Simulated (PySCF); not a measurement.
Simulated Si 2p region for `C[N]([SiH3])[GeH3]`, binding energy against the vacuum level.

Every computed line was given a Gaussian of 0.6 eV full width at half maximum and an area set by the number of equivalent atoms (split 2:1 within a doublet); the highest printed point is 100. Theory: delta-SCF UKS SCAN, pcX-2 on the ionised atom, pcseg-1 elsewhere, spin-free X2C (PySCF).

| binding energy (eV) | intensity |
| --- | --- |
| 105.9 | 0 |
| 106.0 | 1 |
| 106.1 | 2 |
| 106.2 | 7 |
| 106.3 | 15 |
| 106.4 | 30 |
| 106.5 | 50 |
| 106.6 | 74 |
| 106.7 | 92 |
| 106.8 | 100 |
| 106.9 | 95 |
| 107.0 | 83 |
| 107.1 | 70 |
| 107.2 | 61 |
| 107.3 | 57 |
| 107.4 | 54 |
| 107.5 | 48 |
| 107.6 | 38 |
| 107.7 | 26 |
| 107.8 | 16 |
| 107.9 | 8 |
| 108.0 | 4 |
| 108.1 | 1 |
| 108.2 | 0 |
| 108.3 | 0 |

Task: How many maxima does the curve show, and how many computed lines lie under it?

Result: The curve has 1 maximum (at 106.8 eV). Under it lie 2 lines from 1 inequivalent silicon site, drawn as a 2p3/2, 2p1/2 pair. At this width some lines have no maximum of their own.

Task: Decompose the envelope and assign each component. Numbering: `[CH3:1][N:2]([SiH3:3])[GeH3:4]`.

Result: 
```
position (eV)  relative area      line  atoms   environment
       106.79           0.67  Si 2p3/2    Si3  SiH3 silicon
       107.42           0.33  Si 2p1/2    Si3  SiH3 silicon
```

No satellites, vibrations or lifetime broadening are included. For 2p shells one spin-free hole was relaxed; a mean-field spin–orbit operator and the ground-state splitting of the three 2p orbitals were then diagonalised within the shell. The shell's mean is (2 × 2p3/2 + 2p1/2)/3, and the degeneracies 2j + 1 give areas of 2:1. 2p1/2 minus 2p3/2 (ligand field included): Si 0.62 eV. Geometry: PBE0-D3(BJ)/def2-SVP; no solvent, vibrations or thermal averaging.
